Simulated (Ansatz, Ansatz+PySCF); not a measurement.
```yaml
atoms:
  - { symbol: C, position_ang: [-0.0014, -0.2667, -1.2721] }
  - { symbol: C, position_ang: [-0.0077, 0.5858, -0.0001] }
  - { symbol: C, position_ang: [0.0003, -0.2661, 1.2673] }
  - { symbol: H, position_ang: [-0.0002, 0.3698, -2.1646] }
  - { symbol: H, position_ang: [0.8915, -0.9156, -1.3270] }
  - { symbol: H, position_ang: [-0.8826, -0.9111, -1.3124] }
  - { symbol: H, position_ang: [-0.8701, 1.2492, 0.0036] }
  - { symbol: H, position_ang: [0.8725, 1.2545, -0.0008] }
  - { symbol: H, position_ang: [-0.0050, 0.3719, 2.1827] }
  - { symbol: H, position_ang: [-0.8939, -0.9012, 1.3190] }
  - { symbol: H, position_ang: [0.8909, -0.9176, 1.3175] }
```

Basis set: def2-SVP (spherical functions). Correlated methods keep 3 orbitals frozen. Charge 0, multiplicity 1.

Computed with Ansatz (development build ahead of 0.2.0); each method stands on the lowest determinant of its kind that the runs found. Restricted open shells among the atoms or ions are ROHF, correlated in semicanonical orbitals with singles.

The atomization energy at this shape (free ground-state atoms in the same class of orbitals less the molecule, no zero-point energy) of singlet C₃H₈:

```tsv
method	atomization energy
RHF-CCSD(T)	42.14 eV
RHF-MP2	42.11 eV
UHF-MP2	42.08 eV
RHF	34.38 eV
```

Task: What does UHF give?

Result: 34.05 eV.
